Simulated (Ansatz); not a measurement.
Two isomers of CH4F2Si: A = `FC(F)[SiH3]`, B = `C[SiH](F)F`.

Isolated molecules relaxed with PBE0-D4/def2-TZVP in Ansatz; ΔE leaves out vibrations. CBS: MP2 limit from def2 TZ/QZ plus the TZ coupled-cluster correction, frozen cores. Functionals use def2-TZVPP. B3LYP here is the variant with VWN-RPA as its local correlation; programs differ in this.

(1) Which is lower in electronic energy at CCSD(T)/CBS, and by how much? (An estimate is asked.)

(2) Give E(B) − E(A) in kJ/mol with CCSD(T)/def2-TZVPP, BLYP-D4, CCSD/def2-TZVPP, MP2/def2-TZVPP, B3LYP-D4, B3LYP, PBE0-D4. (Best estimate.)

(3) Does the order hold for the free energy at 298.15 K (harmonic terms from PBE0-D4)? (Best estimate.)

Largest T1 diagnostic: 0.012.

## Answers

(1) The calculation gave: B, by 480.9 kJ/mol.

(2) The calculation gave: CCSD(T)/def2-TZVPP -471.9, BLYP-D4 -446.3, CCSD/def2-TZVPP -475.1, MP2/def2-TZVPP -493.6, B3LYP-D4 -459.6, B3LYP -458.9, PBE0-D4 -454.4. None reverses the order clearly.

(3) Ansatz gave: Yes: G(B) − G(A) = -468.4 kJ/mol.

From PBE to PBE0 (25 % exact exchange), in def2-TZVPP and without D4, E(B) − E(A) moves by −15.9 kJ/mol. At CCSD(T), def2-SVP lies +60.8 kJ/mol from the extrapolated value and def2-TZVPP +9.0 kJ/mol.
